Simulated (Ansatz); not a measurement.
The first iterations of a band of ClH + GeH4 (7 atoms, charge 0, multiplicity 1).

These are results of RKS PBE0/def2-TZVP (Ansatz), not measurements.

```json
{"movable images": "2", "climbing image": "yes", "spring": "5.0 eV/Å²", "optimiser": "quadratic models (default)", "start path": "through a guess of the saddle point", "force threshold": "0.03 eV/Å", "iteration limit": "60", "end points": "relaxed"}
```

Image 0:

```xyz
7
Properties=species:S:1:pos:R:3
Ge 0.375 0.000 -0.244
H -0.084 0.000 1.227
H 1.907 0.000 -0.272
H -0.169 1.257 -0.932
H -0.169 -1.257 -0.932
Cl -3.234 0.000 2.287
H -1.995 0.000 1.954
```

Image 3:

```xyz
7
Properties=species:S:1:pos:R:3
Ge -0.353 0.000 -0.775
H -0.167 0.000 3.539
H 0.736 0.000 0.303
H -0.305 1.268 -1.632
H -0.305 -1.268 -1.632
Cl -2.253 0.000 0.246
H -0.724 0.000 3.040
```

| iteration | highest image above the first end (eV) | largest band force component (eV/Å) |
| --- | --- | --- |
| 1 | 1.909 | 6.764 |
| 2 | 0.913 | 3.299 |
| 3 | 0.667 | 1.657 |
| 4 | 0.500 | 1.028 |
| 5 | 0.659 | 1.262 |

Task: Does the band converge within its limit, and where does its top end?

Result: It converged. It ended after 15 iterations with the highest image 1.704 eV above the first end. Neighbouring images differ by up to 1.9 eV, so the band resolves the path poorly. Another band between the same ends (7 images) ends at a top of the same energy, where a vibrational analysis finds 1 clearly imaginary mode. So few images can step over the top or miss a turn of the path. The orbitals stay closed-shell, which can raise the energy where a bond breaks towards radicals; this wasn't checked here.

Run time: 26 s on 4 threads of Arm Neoverse V2, with other jobs on the host, peak memory 0.23 GiB.
